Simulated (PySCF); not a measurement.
ClCu, multiplicity 1. Atoms are numbered in the order given.

```xyz
2

Cu     0.0000     0.0000    -0.7639
Cl     0.0000     0.0000     1.3032
```

Geometry optimised at PBE-D3(BJ)/def2-TZVPD. The multiplicity is an assumed one; other spin states were not compared.

Calculation: PBE-D3(BJ)/def2-TZVPD (PySCF).

Frequencies are harmonic and unscaled.

```tsv
mode	ν (cm⁻¹)	IR (km/mol)	moving atoms (share of kinetic energy)
1	400	15.2	Cl 64 %, Cu 36 %
```
